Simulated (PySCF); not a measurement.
C4H8OSi.

```xyz
14

C      0.5226     1.7332    -0.7280
C      0.4533     0.6083     0.0019
Si     1.9277    -0.5617     0.0878
C     -0.8153     0.2573     0.7605
C     -1.6802    -0.7226    -0.0150
O     -2.8499    -0.5576    -0.2442
H     -0.3161     2.4385    -0.7788
H      1.4179     2.0005    -1.2978
H      1.5437    -1.9307    -0.3706
H      3.0307    -0.0410    -0.7670
H      2.3924    -0.6823     1.5025
H     -0.5673    -0.2248     1.7257
H     -1.4284     1.1463     0.9738
H     -1.1438    -1.6386    -0.3797
```
Charge 0, spin multiplicity 1.

The structure is a stationary point at B3LYP-D3(BJ)/def2-SVP. This is a generated structure with no PubChem entry under its InChIKey; it may be hypothetical. Other conformers were not sampled.

These are PySCF with PBE0/pcSseg-1 values and carry that method's errors. Non-relativistic, no solvent.

Computed absolute GIAO shielding of each atom: isotropic value and principal components (ppm):
```json
[
 {"atom": "C1", "σ(iso)": "38.4", "σ11": "-81.2", "σ22": "54.4", "σ33": "142.1", "span": "223.3"},
 {"atom": "C2", "σ(iso)": "41.9", "σ11": "-74.5", "σ22": "26.9", "σ33": "173.4", "span": "247.9"},
 {"atom": "Si3", "σ(iso)": "414.4", "σ11": "362.2", "σ22": "414.6", "σ33": "466.4", "span": "104.2"},
 {"atom": "C4", "σ(iso)": "126.9", "σ11": "104.3", "σ22": "126.5", "σ33": "149.9", "span": "45.6"},
 {"atom": "C5", "σ(iso)": "-14.9", "σ11": "-110.9", "σ22": "-26.2", "σ33": "92.5", "span": "203.4"},
 {"atom": "O6", "σ(iso)": "-365.3", "σ11": "-981.6", "σ22": "-454.6", "σ33": "340.1", "span": "1321.7"},
 {"atom": "H7", "σ(iso)": "25.1", "σ11": "21.7", "σ22": "24.4", "σ33": "29.3", "span": "7.6"},
 {"atom": "H8", "σ(iso)": "25.0", "σ11": "21.9", "σ22": "23.9", "σ33": "29.1", "span": "7.2"},
 {"atom": "H9", "σ(iso)": "26.7", "σ11": "23.7", "σ22": "25.4", "σ33": "31.1", "span": "7.4"},
 {"atom": "H10", "σ(iso)": "27.1", "σ11": "24.0", "σ22": "25.7", "σ33": "31.5", "span": "7.5"},
 {"atom": "H11", "σ(iso)": "26.9", "σ11": "24.2", "σ22": "25.3", "σ33": "31.3", "span": "7.2"},
 {"atom": "H12", "σ(iso)": "28.1", "σ11": "24.8", "σ22": "28.6", "σ33": "31.0", "span": "6.1"},
 {"atom": "H13", "σ(iso)": "28.3", "σ11": "25.8", "σ22": "28.0", "σ33": "31.1", "span": "5.3"},
 {"atom": "H14", "σ(iso)": "21.6", "σ11": "19.4", "σ22": "21.1", "σ33": "24.4", "span": "4.9"}
]
```
